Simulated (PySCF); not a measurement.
A GIAO shielding run with PySCF (density fitting, non-relativistic, gas phase) on `Cl[B-](Cl)(Cl)Cl`, [BCl4]-:

```
$ OMP_NUM_THREADS=1 python probes_run.py task.json out

{"job": {"kind": "nmr", "xc": "PBE0", "basis": "pcSseg-2"}, "charge": -1, "multiplicity": 1}
Cl    -1.526311    -0.581024    -1.027914
B     -0.069139    -0.073111     0.011318
Cl     1.424962     0.137339    -1.077104
Cl    -0.446277     1.536553     0.864524
Cl     0.270448    -1.385536     1.285340
```

Hardware: 1 thread of an Arm Neoverse V2, shared host. The job also computes population analyses, field gradients.

(1) How large is the calculation?

(2) How long does it take, and how much memory does it need?

(3) And these other runs on the same molecule and hardware: GIAO shielding at B97-2/pcSseg-2; GIAO shielding at KT3/pcSseg-2; GIAO shielding at wB97X-D/pcSseg-2?

Results:

(1) 74 electrons, 208 basis functions and 733 auxiliary functions.

(2) 15 s of wall time, with 12 SCF cycles and 4 response iterations; peak memory 0.83 GiB. Times on a shared host scatter by some tens of per cent.

(3) B97-2/pcSseg-2: 208 functions, 11 s; KT3/pcSseg-2: 208 functions, 14 s; wB97X-D/pcSseg-2: 208 functions, 16 s.
